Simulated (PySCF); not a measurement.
# Shieldings and the share of exact exchange

Molecule: `C(C)(=O)c1ccsc1`, C6H6OS.

Geometry (Å), atoms numbered from 1 in this order:
```xyz
14

C    -2.117   -0.527   -0.127
C    -1.162    0.617   -0.354
O    -1.544    1.698   -0.747
C     0.278    0.372   -0.076
C     0.872   -0.836    0.407
C     2.227   -0.729    0.561
S     2.788    0.836    0.118
C     1.217    1.361   -0.275
H    -1.839   -1.394   -0.746
H    -3.134   -0.203   -0.381
H    -2.086   -0.854    0.925
H     0.318   -1.748    0.634
H     2.928   -1.486    0.910
H     1.015    2.369   -0.637
```

GIAO shieldings (ppm, equivalent atoms averaged) in PySCF on the PBE0-D3(BJ)/def2-SVP geometry, basis pcSseg-1, gas phase, non-relativistic:

| functional | exact exchange (%) | σ(C1) | σ(S7) |
| --- | --- | --- | --- |
| BLYP | 0 | 145.3 | 221.5 |
| BP86 | 0 | 149.4 | 238.8 |
| PBE | 0 | 150.1 | 241.7 |
| B3LYP | 20 | 149.4 | 238.6 |
| HF | 100 | 163.1 | 328.9 |

**Question.** Fit each shielding as a line in the percentage of exact exchange.

**Answer.** σ(C1) = 147.9 + 0.15 x (rms 1.8 ppm); σ(S7) = 230.9 + 0.96 x (rms 9.0 ppm). The functionals also differ in their semilocal parts, which the line can't hold; Hartree–Fock has no correlation at all.

**Question.** What does the line predict for PBE0 (25 %), and what does the run give?

**Answer.** σ(C1): 151.7 predicted, 154.7 computed; σ(S7): 254.9 predicted, 263.0 computed ppm.
